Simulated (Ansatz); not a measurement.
Species: C$_{3}$H$_{10}$NSi, charge 0, multiplicity 2. It need not be the lowest isomer of its formula. SMILES: [CH2][Si](C)(C)N
Coordinates optimised at B3LYP-D3(BJ)/def2-TZVP (Ansatz, a program for electronic structure):
```xyz
15

Si     0.0362    -0.0022    -0.0004
C      1.7469     0.2711    -0.6567
C     -0.9100    -1.0650    -1.2162
C     -0.7756     1.6606     0.2828
N      0.0037    -0.8358     1.5269
H      2.2563    -0.4379    -1.3028
H      2.3651     1.1154    -0.3656
H     -0.9483    -0.5946    -2.2010
H     -1.9336    -1.2296    -0.8743
H     -0.4363    -2.0426    -1.3382
H     -1.7937     1.5372     0.6571
H     -0.8177     2.2389    -0.6426
H     -0.2188     2.2526     1.0139
H      0.3337    -0.3545     2.3510
H      0.2919    -1.8030     1.5606
```
Charge 0, spin multiplicity 2.

Wanted: atomisation energy (electronic, to ground-state atoms), in eV. Valence correlation only, unless marked. Open shells are spin-unrestricted. Spin-orbit coupling is left out. Non-relativistic. The coupled-cluster limit lacks core correlation, which all-electron functionals hold. Basis-set limits of correlation are two-point, X^-3; Hartree-Fock from the larger set. [CCSD(T)-MP2]/basis is that difference in the basis named.

```
level                                                                 program  atomisation energy (eV)
-------------------------------------------------------------  --------------  -----------------------
HF/cc-pV(T+d)Z                                                         Ansatz                    43.07
BLYP/def2-TZVPD                                                        Ansatz                    56.58
revPBE/def2-TZVPD                                                      Ansatz                    56.13
r2SCAN/def2-TZVPD                                                      Ansatz                    57.53
r2SCAN-D3(BJ)/def2-TZVPD                                       Ansatz + dftd3                    57.63
B3LYP-D4/def2-TZVPD                                            Ansatz + dftd4                    57.62
B3LYP/def2-TZVPD                                                       Ansatz                    57.11
PBE0/6-31G*                                                            Ansatz                    56.89
BHLYP-D3(BJ)/def2-TZVPD                                        Ansatz + dftd3                    56.51
BHLYP-D4/def2-TZVPD                                            Ansatz + dftd4                    56.44
CAM-B3LYP-D4/def2-TZVPD                                        Ansatz + dftd4                    57.81
wB97X-V/def2-TZVPD                                                     Ansatz                    57.61
SCS-MP2/cc-pV(D+d)Z                                                    Ansatz                    53.00
CCSD/STO-3G                                                            Ansatz                    59.01
RI-MP2/CBS(cc-pV(T+d)Z,cc-pV(Q+d)Z)+[CCSD(T)-MP2]/cc-pV(D+d)Z          Ansatz                    57.51
```
